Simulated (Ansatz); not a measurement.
The standard entropy of GeH3F (fluorogermane) from a frequency calculation

A singlet with charge 0, relaxed at wB97M-V/def2-TZVPD (Ansatz 0.2.0):

```xyz
5

F    -1.0472    0.4747    1.1629
Ge    0.0716   -0.0433   -0.0765
H     1.3270   -0.5104    0.6563
H    -0.6256   -1.1742   -0.8288
H     0.3242    1.1795   -0.9552
```

Harmonic wavenumbers in cm⁻¹: 637, 637, 691, 876, 876, 876, 2211, 2214, 2214.

Masses in u: F 18.998, Ge 72.63, H 1.008. Take T = 298.15 K, p = 1 bar, R = 8.3145 J/(mol K), kT/hc = 207.22 cm⁻¹, rigid rotor and harmonic oscillator.

Problem. Work out S° at 298 K.

Solution. 
1. Translation (Sackur–Tetrode): S = R[3/2 ln M + 5/2 ln T − 1.1517] with M = 94.652 gives 165.6 J/(mol K).
2. Rotation: principal moments 6.510, 51.080, 51.081 u Å² give A, B, C = 2.5895, 0.33, 0.33 cm⁻¹; the symmetry number is σ = 3; q = (√π/σ)√((kT/hc)³/ABC) = 3319; S = R(ln q + 3/2) = 79.9.
3. Vibration: with u = ν̃/207.22, each mode gives R[u/(eᵘ − 1) − ln(1 − e⁻ᵘ)]; the sum is 6.5, most from 637 cm⁻¹ (1.6), 637 cm⁻¹ (1.6), 691 cm⁻¹ (1.3).
4. Electronic: R ln 1 = 0.0, from the spin multiplicity alone.
5. Sum: 165.6 + 79.9 + 6.5 + 0.0 = 252.0 J/(mol K).

No measured value is set beside it here.
